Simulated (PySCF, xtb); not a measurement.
WSCl₄, SMILES [S]=[W]([Cl])([Cl])([Cl])[Cl], multiplicity 1.

Harmonic wavenumbers (cm⁻¹) from GFN2-xTB (xtb) at its own minimum, in rising order: 60, 60, 121, 121, 162, 191, 192, 241, 315, 316, 316, 470.

Task: What does PySCF with PBE-D3(BJ)/def2-SVP give at its own minimum? (The exact figures need the calculation; the answer reports its results.)

Result: 57, 57, 132, 132, 185, 199, 199, 306, 382, 393, 393, 508. Paired by order, the mean absolute difference is 33 cm⁻¹ and the zero-point energies are 3.7 and 4.2 kcal/mol.
